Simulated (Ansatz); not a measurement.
Mulliken charges of CH3F3MoO2 (`C[O][Mo](=[O])([F])([F])[F]`) from ωB97M-V/def2-TZVPP in Ansatz (PBE0-D4/def2-TZVP geometry).

```
atom   x (Å)   y (Å)   z (Å)  charge (e)
  C1   0.577  -1.592   0.191      -0.160
  O2  -0.448  -0.650   0.026      -0.406
 Mo3  -0.570   1.165  -0.157       1.689
  O4  -2.061   1.381  -0.823      -0.427
  F5   0.159   2.859  -0.062      -0.368
  F6  -0.757   1.331   1.676      -0.370
  F7   0.662   0.966  -1.537      -0.379
  H8   1.358  -1.409  -0.554       0.146
  H9   0.159  -2.589   0.049       0.137
 H10   1.003  -1.513   1.195       0.139
```

Task: By hand: the dipole of these point charges (1 e Å = 4.8032 D).

Result: Σ q r = (0.337, -0.785, 0.122) e Å, of length 0.863 e Å = 4.15 D.

Task: How does the dipole of the full density compare? (Estimate.)

Result: The calculation gave: (0.251, -0.723, 0.112) e Å, 3.72 D; the point charges give 1.12 times that, at 4° from its direction.

Point charges leave out the atoms' own dipoles, such as those of lone pairs, and Mulliken's split depends on the basis, so the close match here is no proof of good charges.
